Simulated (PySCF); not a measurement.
A structure optimised at PBE-D3(BJ)/def2-TZVP, used in a PySCF frequency run:

```
B
N 1 1.3995
H 2 1.0139 1 123.38
H 2 1.0158 3 113.47 1 -180.00
H 1 1.2081 2 116.82 3 0.00
C 1 1.5731 5 121.28 2 180.00
H 6 1.1013 1 114.41 5 180.00
H 6 1.1027 7 107.85 1 -123.40
H 6 1.1027 7 107.85 8 -113.21
```
Charge 0, spin multiplicity 1.

Problem. Write its SMILES, formula and point group.

Solution. CBN, CH6BN, Cs

Problem. What are its rotational constants (standard atomic weights)?

Solution. 42.958, 8.2746, 7.2462 GHz
